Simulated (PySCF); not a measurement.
CH5S, SMILES C[SH2+], charge +1. Atoms are numbered in the order given.

```xyz
7

C     -1.2002    -0.0293     0.0000
S      0.6207     0.1112     0.0000
H     -1.5395     0.4936     0.8923
H     -1.5395     0.4936    -0.8923
H     -1.5023    -1.0718     0.0000
H      0.9256    -0.7596     0.9898
H      0.9256    -0.7596    -0.9898
```
Charge +1, spin multiplicity 1.

The structure is a stationary point at B3LYP-D3(BJ)/def2-TZVP. The isomer is the one that the SMILES or the coordinates give; other isomers of the formula were not compared.

Method: PBE0/pcJ-1 in PySCF.

Isotropic couplings with Fermi-contact, spin-dipole and both spin-orbit terms, one fixed conformer, no vibrational averaging. Isotopes: 13C, 1H.

Computed spin–spin coupling constants:
```csv
pair,bonds apart,J (Hz)
C1–H3,1,152.7
C1–H4,1,152.7
C1–H5,1,158.3
C1–H6,2,-1.4
C1–H7,2,-1.4
H3–H4,2,-16.0
H3–H5,2,-12.7
H4–H5,2,-12.7
H6–H7,2,-15.0
H3–H6,3,1.5
H3–H7,3,18.3
H4–H6,3,18.3
H4–H7,3,1.5
H5–H6,3,5.9
H5–H7,3,5.9
```
